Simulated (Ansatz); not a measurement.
Computed with Ansatz (a first-principles code) with frozen-core CCSD(T)/cc-pVTZ // B3LYP-D3(BJ)/def2-TZVP.

Ansatz 0.2 input:
```yaml
crystal:
  periodic: [false, false, false]
  atoms:
    - { symbol: C, position_ang: [1.512311, 0.029468, -0.256936] }
    - { symbol: N, position_ang: [0.464869, 0.532028, 0.228979] }
    - { symbol: C, position_ang: [-0.743856, -0.267366, 0.239417] }
    - { symbol: O, position_ang: [-1.82019, 0.464464, -0.296378] }
    - { symbol: H, position_ang: [1.555204, -0.980796, -0.682861] }
    - { symbol: H, position_ang: [2.432011, 0.610868, -0.265379] }
    - { symbol: H, position_ang: [-0.932939, -0.548497, 1.283748] }
    - { symbol: H, position_ang: [-0.660492, -1.178208, -0.365028] }
    - { symbol: H, position_ang: [-1.80692, 1.338042, 0.11444] }
basis:
  gaussian: { orbitals: cc-pVTZ }
correlation:
  method: ccsd_t
```

Output:

```
Functional definition: HF
1101 factors; integrals over basis functions are off by at most 1.2e-3 eV
mean field evaluation 1: about -5657.0899 eV, gradient 3.6e1 eV
mean field evaluation 2: about -5657.0942 eV, gradient 3.6e1 eV
mean field evaluation 4: about -5659.9024 eV, gradient 3.9e0 eV
mean field evaluation 8: about -5659.9520 eV, gradient 1.7e-1 eV
mean field evaluation 16: about -5659.9450 eV, gradient 1.0e0 eV
mean field -5659.95218805 eV, -207.9994064575 hartree, gradient 2.7e-6 eV, S^2 0.000000; 0 other end points of the search recorded, 0 dependent functions left out
4 core orbitals not correlated
reference -5659.95218805 eV, -207.9994064575 hartree; 12, 12 occupied and 174, 174 virtual orbitals, 1101 factors
second order -21.10872468 eV of doubles, -0.00000000 eV of singles
cycle   1  -21.14568859 eV  change   -3.7e-2 eV  update   9.4e-2
cycle   2  -21.67369206 eV  change   -5.3e-1 eV  update   2.8e-2
cycle   3  -21.78573897 eV  change   -1.1e-1 eV  update   1.4e-2
cycle   4  -21.77680014 eV  change    8.9e-3 eV  update   3.6e-3
cycle   5  -21.77708652 eV  change   -2.9e-4 eV  update   1.7e-3
cycle   6  -21.77824568 eV  change   -1.2e-3 eV  update   5.4e-4
cycle   7  -21.77802895 eV  change    2.2e-4 eV  update   2.5e-4
cycle   8  -21.77790165 eV  change    1.3e-4 eV  update   1.2e-4
cycle   9  -21.77792972 eV  change   -2.8e-5 eV  update   6.0e-5
cycle  10  -21.77792386 eV  change    5.9e-6 eV  update   2.6e-5
perturbative correction -0.90508748 eV, -0.0332613514 hartree
Total energy: -5682.63519939 eV, -208.8329917490 hartree
```

Cost: around 100 core-seconds (rough).
